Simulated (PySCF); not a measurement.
All values below come from ωB97X-D3(BJ)/def2-TZVP // B3LYP-D3(BJ)/def2-TZVP (PySCF 2.14.0). Gas-phase values, no solvent. 

Reference species (SMILES): `BCl` (neutral, multiplicity 1).

- dipole moment = 0.66 D

Changed species: `ClBCl` (whole molecule; the reference has whole molecule).

Give the shifts of the dipole moment.

the dipole moment decreases by 0.12 D, to 0.54 D.
